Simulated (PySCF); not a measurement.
A GIAO shielding run with PySCF 2.14 (density fitting, non-relativistic, gas phase) on SMILES C=C(C)CN[Si@H](N)NC, C$_{5}$H$_{15}$N$_{3}$Si:

```
$ OMP_NUM_THREADS=1 python probes_run.py task.json out

{"job": {"kind": "nmr", "xc": "PBE0", "basis": "pcSseg-1"}, "charge": 0, "multiplicity": 1}
C      2.580720     0.906618    -0.967735
C      2.480452    -0.223327    -0.289095
C      3.644536    -1.140144    -0.057922
C      1.179827    -0.698977     0.312829
N      0.125725     0.275090     0.264257
Si    -1.525888    -0.167781     0.129025
N     -1.667604    -0.925711    -1.420440
N     -2.400167     1.305171     0.283021
C     -3.832455     1.323788     0.145572
H      1.725509     1.538482    -1.129318
H      3.515381     1.232481    -1.392076
H      4.519318    -0.803663    -0.607761
H      3.396477    -2.152313    -0.375597
H      3.891990    -1.177869     1.002979
H      1.375481    -1.032243     1.346158
H      0.844291    -1.581447    -0.239535
H      0.341725     1.078363     0.832926
H     -2.043884    -1.013013     1.224084
H     -2.571905    -1.246102    -1.724308
H     -0.956329    -1.568205    -1.726789
H     -1.984057     2.125116    -0.131542
H     -4.163159     1.263760    -0.898946
H     -4.245897     2.234319     0.584548
H     -4.241822     0.467369     0.676684
```

Hardware: 1 thread of an Arm Neoverse N1, shared host. The job also computes population analyses, field gradients.

Q: How large is the calculation?

A: 80 electrons, 235 basis functions and 1226 auxiliary functions.

Q: How long does it take, and how much memory does it need?

A: 100 s of wall time, with 14 SCF cycles and 4 response iterations; peak memory 1.1 GiB. Times on a shared host scatter by some tens of per cent.
